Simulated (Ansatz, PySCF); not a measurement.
System: sum formula H4Si2OCl2, net charge 0, singlet state. 
Geometry from a B3LYP-D3(BJ)/def2-TZVP (Ansatz, a program for electronic structure) optimisation:
SMILES: O([SiH](Cl)Cl)[SiH3]
```xyz
9

Si     0.5928    -0.1448     0.5881
Cl     0.5212     1.8981     0.7527
Cl     1.7092    -0.6252    -1.0636
O     -0.8965    -0.7361     0.4356
Si    -2.2976    -0.7634    -0.4399
H      1.2319    -0.7014     1.7797
H     -2.8932     0.5891    -0.4567
H     -3.2088    -1.7170     0.2228
H     -2.0072    -1.2048    -1.8202
```

Dipole moments at this geometry, in debye (magnitudes).

```tsv
level	program	dipole (D)
SVWN5/def2-TZVPD	Ansatz	1.24
revPBE/def2-TZVPD	Ansatz	1.22
r2SCAN/def2-TZVPD	Ansatz	1.23
B97M-V/def2-TZVPD	Ansatz	1.13
TPSSh/def2-TZVPD	PySCF	1.26
HSE06/def2-TZVPD	Ansatz	1.26
CAM-B3LYP/def2-TZVPD	Ansatz	1.29
wB97M-V/def2-TZVPD	Ansatz	…
CCSD(T)/aug-cc-pV(D+d)Z	Ansatz	…
```

Some entries are withheld; supply them.


- wB97M-V/def2-TZVPD, dipole (D): 1.23
- CCSD(T)/aug-cc-pV(D+d)Z, dipole (D): 1.27
